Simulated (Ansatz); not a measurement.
A run for Ansatz (a first-principles code): R-B3LYP-D3(BJ)/def2-TZVP on CH4F2Si (SMILES C[SiH](F)F).

Ansatz 0.2 input:
```yaml
crystal:
  periodic: [false, false, false]
  atoms:
    - {symbol: Si, position_ang: [0.86940000, 0.04710000, 0.05900000]}
    - {symbol: F, position_ang: [1.31190000, 1.55150000, -0.27360000]}
    - {symbol: F, position_ang: [1.49860000, -0.93820000, -1.03780000]}
    - {symbol: C, position_ang: [-0.96680000, -0.06500000, -0.02450000]}
    - {symbol: H, position_ang: [1.37320000, -0.32820000, 1.40450000]}
    - {symbol: H, position_ang: [-1.31200000, -1.08190000, 0.18600000]}
    - {symbol: H, position_ang: [-1.43830000, 0.60270000, 0.70310000]}
    - {symbol: H, position_ang: [-1.33610000, 0.21190000, -1.01670000]}
basis:
  gaussian:
    orbitals: def2-TZVP
hamiltonian:
  xc: b3lyp
  dispersion: d3bj
relax: {f_tol: 0.004, max_steps: 120}
scf: {lower_state_search: off}
```

Program output:

```
WARN ansatz: RAYON_NUM_THREADS=4 ignored (pool sized by the plan → 4); use --threads N
Functional definition: B3LYP
these checks for a lower state are left out or cut short: stability, starts, cluster_reference, orbital_swaps, neighbouring_geometries, increment
integrals: 0.06 GiB planned
929 factors; their error is unknown
mean field: 0.60 GiB planned
mean field evaluation 1: about -14413.5008 eV, gradient 6.7e1 eV
mean field evaluation 2: about -14407.7415 eV, gradient 8.7e1 eV
mean field evaluation 4: about -14421.4936 eV, gradient 4.0e0 eV
mean field evaluation 8: about -14421.5268 eV, gradient 4.8e-2 eV
mean field evaluation 16: about -14421.5632 eV, gradient 2.5e-5 eV
mean field -14421.56324033 eV, -529.9826737954 hartree, gradient 3.1e-6 eV, S^2 0.000000; 0 other end points of the search recorded, 0 dependent functions left out
the calculation of the forces begins
reference -14421.56346648 eV, -529.9826821064 hartree; 21, 21 occupied and 133, 133 virtual orbitals, 929 factors
relax step   1: F+E_penalty+E_count = -14421.78197973 eV  Δ(F+E_penalty+E_count) = +0.000e0 eV  max|allowed force component| = 3.334e-1 eV/Å  Δτ_max = 0.0000 Å  (16 SCF iters, accepted)
these checks for a lower state are left out or cut short: stability, starts, cluster_reference, orbital_swaps, neighbouring_geometries, increment
integrals: 0.06 GiB planned
929 factors; their error is unknown
mean field: 0.60 GiB planned
mean field -14421.58436124 eV, -529.9834499745 hartree, gradient 2.3e-6 eV, S^2 0.000000; 0 other end points of the search recorded, 0 dependent functions left out
the calculation of the forces begins
reference -14421.58458753 eV, -529.9834582905 hartree; 21, 21 occupied and 133, 133 virtual orbitals, 929 factors
relax step   2: F+E_penalty+E_count = -14421.80268612 eV  Δ(F+E_penalty+E_count) = -2.071e-2 eV  max|allowed force component| = 1.444e-1 eV/Å  Δτ_max = 0.0552 Å  (20 SCF iters, accepted)
these checks for a lower state are left out or cut short: stability, starts, cluster_reference, orbital_swaps, neighbouring_geometries, increment
integrals: 0.06 GiB planned
929 factors; their error is unknown
mean field: 0.60 GiB planned
mean field evaluation 32: about -14421.5860 eV, gradient 2.3e-6 eV
mean field -14421.58604969 eV, -529.9835120241 hartree, gradient 2.3e-6 eV, S^2 0.000000; 0 other end points of the search recorded, 0 dependent functions left out
the calculation of the forces begins
reference -14421.58627586 eV, -529.9835203355 hartree; 21, 21 occupied and 133, 133 virtual orbitals, 929 factors
relax step   3: F+E_penalty+E_count = -14421.80445148 eV  Δ(F+E_penalty+E_count) = -1.765e-3 eV  max|allowed force component| = 6.628e-2 eV/Å  Δτ_max = 0.0066 Å  (21 SCF iters, accepted)
these checks for a lower state are left out or cut short: stability, starts, cluster_reference, orbital_swaps, neighbouring_geometries, increment
integrals: 0.06 GiB planned
929 factors; their error is unknown
mean field: 0.60 GiB planned
mean field -14421.58543783 eV, -529.9834895385 hartree, gradient 2.2e-6 eV, S^2 0.000000; 0 other end points of the search recorded, 0 dependent functions left out
the calculation of the forces begins
reference -14421.58566371 eV, -529.9834978395 hartree; 21, 21 occupied and 133, 133 virtual orbitals, 929 factors
relax step   4: F+E_penalty+E_count = -14421.80396852 eV  Δ(F+E_penalty+E_count) = +4.830e-4 eV  max|allowed force component| = 1.164e-1 eV/Å  Δτ_max = 0.0197 Å  (20 SCF iters, rejected (line search))
these checks for a lower state are left out or cut short: stability, starts, cluster_reference, orbital_swaps, neighbouring_geometries, increment
integrals: 0.06 GiB planned
929 factors; their error is unknown
mean field: 0.60 GiB planned
mean field -14421.58654490 eV, -529.9835302227 hartree, gradient 2.3e-6 eV, S^2 0.000000; 0 other end points of the search recorded, 0 dependent functions left out
the calculation of the forces begins
reference -14421.58677107 eV, -529.9835385343 hartree; 21, 21 occupied and 133, 133 virtual orbitals, 929 factors
relax step   5: F+E_penalty+E_count = -14421.80499942 eV  Δ(F+E_penalty+E_count) = -5.479e-4 eV  max|allowed force component| = 4.629e-2 eV/Å  Δτ_max = 0.0098 Å  (20 SCF iters, accepted)
these checks for a lower state are left out or cut short: stability, starts, cluster_reference, orbital_swaps, neighbouring_geometries, increment
integrals: 0.06 GiB planned
929 factors; their error is unknown
mean field: 0.60 GiB planned
mean field -14421.58654525 eV, -529.9835302355 hartree, gradient 2.3e-6 eV, S^2 0.000000; 0 other end points of the search recorded, 0 dependent functions left out
the calculation of the forces begins
reference -14421.58677134 eV, -529.9835385440 hartree; 21, 21 occupied and 133, 133 virtual orbitals, 929 factors
relax step   6: F+E_penalty+E_count = -14421.80498450 eV  Δ(F+E_penalty+E_count) = +1.492e-5 eV  max|allowed force component| = 5.263e-2 eV/Å  Δτ_max = 0.0032 Å  (21 SCF iters, rejected (line search))
these checks for a lower state are left out or cut short: stability, starts, cluster_reference, orbital_swaps, neighbouring_geometries, increment
integrals: 0.06 GiB planned
929 factors; their error is unknown
mean field: 0.60 GiB planned
mean field -14421.58662433 eV, -529.9835331415 hartree, gradient 2.2e-6 eV, S^2 0.000000; 0 other end points of the search recorded, 0 dependent functions left out
the calculation of the forces begins
reference -14421.58685047 eV, -529.9835414522 hartree; 21, 21 occupied and 133, 133 virtual orbitals, 929 factors
relax step   7: F+E_penalty+E_count = -14421.80505598 eV  Δ(F+E_penalty+E_count) = -5.656e-5 eV  max|allowed force component| = 2.258e-3 eV/Å  Δτ_max = 0.0016 Å  (12 SCF iters, accepted)
Total energy: -14421.80528212 eV, -529.9915686673 hartree
Atom 0 at     0.850481     0.040921     0.074419 Å, force     0.001298     0.000153    -0.000191 eV/Å
Atom 1 at     1.325641     1.526321    -0.268423 Å, force     0.000344    -0.000053    -0.000062 eV/Å
Atom 2 at     1.508981    -0.918611    -1.018928 Å, force     0.000332     0.000126    -0.000007 eV/Å
Atom 3 at    -0.988020    -0.065665    -0.027482 Å, force    -0.002258     0.000039    -0.000673 eV/Å
Atom 4 at     1.420349    -0.318040     1.383021 Å, force    -0.000250    -0.000081     0.000206 eV/Å
Atom 5 at    -1.326450    -1.082626     0.181380 Å, force     0.000308    -0.000241     0.000247 eV/Å
Atom 6 at    -1.452920     0.603910     0.699088 Å, force     0.000281     0.000101     0.000352 eV/Å
Atom 7 at    -1.338161     0.213691    -1.023075 Å, force    -0.000055    -0.000043     0.000128 eV/Å
Dipole moment:    -0.375780    -0.096180     0.221528 e Å
Checks for a lower state left out: stability, starts, cluster_reference, orbital_swaps, neighbouring_geometries, increment
```

The run converged.

Cost: about 40 core-seconds (a rough figure).
